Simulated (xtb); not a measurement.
CH2ClFO2Si, SMILES O=CO[Si@@H](F)Cl. All values are semi-empirical tight-binding results from xtb (GFN2-xTB unless named), good for trends rather than for accurate numbers. Geometry: GFN2-xTB. The structure was generated by enumeration; whether it is a known compound was not checked. Other conformers were not sampled.

Optimised geometry:

Bond lengths (Å): O1–C2 1.188, C2–O3 1.325, C2–H7 1.104, O3–Si4 1.647, Si4–F5 1.601, Si4–Cl6 1.973, Si4–H8 1.439. Angles (°): O1–C2–O3 125.9, O1–C2–H7 124.3, O3–C2–H7 109.7, C2–O3–Si4 133.5, O3–Si4–F5 105.6, O3–Si4–Cl6 114.9, O3–Si4–H8 100.4, F5–Si4–Cl6 108.9, F5–Si4–H8 107.7, Cl6–Si4–H8 118.4.

Computed properties:
* **orbital gap**: 4.71 eV
* **dipole moment**: 2.91 D
* **zero-point energy**: 22.4 kcal/mol
* **G − E(el) at 298.15 K (modified RRHO)**: 1.7 kcal/mol
* **static polarisability (D4 model)**: 67.2 bohr³
* **solvation energy, GFN2-xTB/ALPB(water)**: -0.5 kcal/mol
* **solvation energy, GFN2-xTB/ALPB(toluene)**: -3.7 kcal/mol

### Question
Give the atomic charges and the Wiberg bond orders between heavy atoms. (An estimate is asked for; the answer gives what the named calculation found.)

### Answer
charges (e) O1 -0.34, C2 0.35, O3 -0.32, Si4 0.63, F5 -0.23, Cl6 -0.11, H7 0.04, H8 -0.01. Bond orders O1–C2 1.86, C2–O3 1.13, O3–Si4 0.97, Si4–F5 1.11, Si4–Cl6 1.24.
